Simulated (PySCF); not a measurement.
**How methods differ on the excitation energy of Bi⁺**

Bi⁺ [Xe] 4f14 5d10 6s2 6p2 (3P) → Bi⁺ [Xe] 4f14 5d10 6s2 6p1 6d1 (high-spin determinant), as a difference of total energies. Computed with PySCF 2.14 in aug-cc-pVTZ-DK3, with the spin-free X2C one-electron Hamiltonian (Gaussian nucleus). Correlated levels: valence: [Xe] 4f14 5d10 frozen. The calculations carry no spin-orbit coupling.

```json
{"method": "UHF", "excitation energy (eV)": "9.139"}
{"method": "LDA", "excitation energy (eV)": "8.742"}
{"method": "PBE", "excitation energy (eV)": "8.525"}
{"method": "PBE0", "excitation energy (eV)": "8.794"}
{"method": "r2SCAN", "excitation energy (eV)": "8.945"}
{"method": "BHandHLYP", "excitation energy (eV)": "8.977"}
{"method": "M06-2X", "excitation energy (eV)": "9.049"}
{"method": "MP2 (valence)", "excitation energy (eV)": "9.061"}
{"method": "SCS-MP2 (valence)", "excitation energy (eV)": "9.066"}
```

**Question.** How much does correlation contribute at MP2 (valence)?

**Answer.** 9.061 − (9.139) = -0.078 eV, measured against UHF.

Spin-orbit coupling is strong in these open shells (close to jj coupling). The scalar numbers leave it out and a first-order estimate fails, so it can dominate the gap to the real levels.

The promoted electron is Rydberg-like, and one or two diffuse shells describe it only roughly, which tends to raise the upper state.

The determinant of the upper state mixes LS terms, which raises its energy above the lowest term, most at the Hartree-Fock and MP2 levels.
